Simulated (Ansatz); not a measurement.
Cost and result up the ladder for Mg₇S₆Cl₂ (15 atoms). The state is a singlet with charge 0. Geometry: PBE-D4/def2-SVP.

```xyz
15

Cl   -2.2301   -0.9594   -3.3395
Cl    1.1804    3.4344   -0.1321
Mg   -1.8282    0.6925   -1.6263
Mg   -1.5779    3.1002    0.8680
Mg   -0.5336   -2.3402   -2.3771
Mg    0.5252   -4.2332    0.1025
Mg    1.2400    2.4801    2.3524
Mg    1.1664   -1.2400    1.5231
Mg    1.8272    1.1882   -0.4067
S    -2.7844    2.6967   -1.0682
S     0.0721   -4.5460   -2.1433
S     0.2103   -0.5311   -0.8171
S     2.7038    0.6516    1.7509
S    -0.8619    3.0327    3.0886
S     0.8908   -3.4266    2.2249
```

Ansatz on 4 threads of Arm Neoverse N1 on a shared host. Times are rough, and most runs start from the orbitals of an earlier one. PBE0-D4/def2-SVP serves as the yardstick here, not as an exact answer. Differences are given only for rows in sets of like size (and for xTB, whose basis is part of the method), since another set adds its own error. Binding counts from free atoms at the same level (Cl doublet, Mg singlet, S triplet; other spins of the atoms weren't run), without zero-point energy or a counterpoise term.

Correlated methods freeze 47 core orbitals; core or outer-core shells of Mg are correlated, in sets that lack core-valence functions. Another isomer (singlet) lies 1.16 eV lower at PBE0-D4/def2-SVP; other spin states weren't run for this one.

Correlated methods converge slowly with the basis, most of all in double-zeta sets.

```
                        level  functions  wall time  binding energy per atom (eV)  difference from PBE0-D4/def2-SVP (eV)
                    HF/STO-3G        135      3.7 s                          3.56                                      –
PBE-D4/def2-SVP (with forces)        270       23 s                          3.13                                   0.03
                 MP2/def2-SVP        270       33 s                          2.99                                  -0.11
             PBE0-D4/def2-SVP        270       37 s                          3.10                                   0.00
           r2SCAN-D4/def2-SVP        270       56 s                          3.22                                   0.12
```
